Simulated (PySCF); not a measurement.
# Nonlinear optical response: 4'-fluoroacetophenone (SMILES CC(=O)c1ccc(F)cc1)

Molfile (atoms numbered from 1):
```
C8H7FO
     RDKit          3D

 17 17  0  0  0  0  0  0  0  0999 V2000
    2.6468   -0.6741   -0.1510 C   0  0  0  0  0  0  0  0  0  0  0  0
    1.7643    0.4587    0.3114 C   0  0  0  0  0  0  0  0  0  0  0  0
    2.2358    1.4498    0.8251 O   0  0  0  0  0  0  0  0  0  0  0  0
    0.2860    0.3332    0.1217 C   0  0  0  0  0  0  0  0  0  0  0  0
   -0.5225    1.3936    0.5543 C   0  0  0  0  0  0  0  0  0  0  0  0
   -1.9015    1.3451    0.4099 C   0  0  0  0  0  0  0  0  0  0  0  0
   -2.4717    0.2179   -0.1758 C   0  0  0  0  0  0  0  0  0  0  0  0
   -3.7912    0.1630   -0.3181 F   0  0  0  0  0  0  0  0  0  0  0  0
   -1.6995   -0.8511   -0.6158 C   0  0  0  0  0  0  0  0  0  0  0  0
   -0.3181   -0.7868   -0.4636 C   0  0  0  0  0  0  0  0  0  0  0  0
    2.5272   -0.8501   -1.2312 H   0  0  0  0  0  0  0  0  0  0  0  0
    2.3868   -1.6114    0.3650 H   0  0  0  0  0  0  0  0  0  0  0  0
    3.6908   -0.4171    0.0636 H   0  0  0  0  0  0  0  0  0  0  0  0
   -0.0305    2.2566    1.0078 H   0  0  0  0  0  0  0  0  0  0  0  0
   -2.5471    2.1607    0.7405 H   0  0  0  0  0  0  0  0  0  0  0  0
   -2.1896   -1.7143   -1.0691 H   0  0  0  0  0  0  0  0  0  0  0  0
    0.2886   -1.6259   -0.8090 H   0  0  0  0  0  0  0  0  0  0  0  0
  1  2  1  0
  2  3  2  0
  2  4  1  0
  4  5  1  0
  5  6  2  0
  6  7  1  0
  7  8  1  0
  7  9  2  0
  9 10  1  0
 10  4  2  0
  1 11  1  0
  1 12  1  0
  1 13  1  0
  5 14  1  0
  6 15  1  0
  9 16  1  0
 10 17  1  0
M  END
```

The calculation used quadratic response CAM-B3LYP/aug-cc-pVDZ first hyperpolarisability, Taylor convention, gas phase in PySCF 2.14.0. Geometry: PBE0-D3(BJ)/def2-SVP.

Task: What is the first hyperpolarisability, and how does it disperse?

Result: In au, Taylor convention; the vector part is βᵢ = ⅓ Σⱼ (βᵢⱼⱼ + βⱼᵢⱼ + βⱼⱼᵢ); β∥ is 3/5 of the vector part along the dipole, the dipole points from − to +:
```tsv
process	λ (nm)	β vector norm	β∥	β HRS	depolarisation ratio
static β(0;0,0)	∞	503.3	19.8	219.7	4.26
second harmonic β(−2ω;ω,ω)	1907	542.5	23.6	236.2	4.30
Pockels β(−ω;ω,0)	1907	515.8	21.0	–	–
second harmonic β(−2ω;ω,ω)	1064	649.7	34.4	281.4	4.40
Pockels β(−ω;ω,0)	1064	545.4	23.9	–	–
```

Task: Which lowest excitations, dipole and polarisabilities go with it?

Result: S1 4.03 eV (f = 0.000); S2 5.13 eV (f = 0.004); S3 5.35 eV (f = 0.238); dipole 2.52 D; isotropic α 97.6 au static, 98.0 au at 1907 nm, 98.9 au at 1064 nm, 99.2 au at 953.5 nm, 103.2 au at 532 nm.
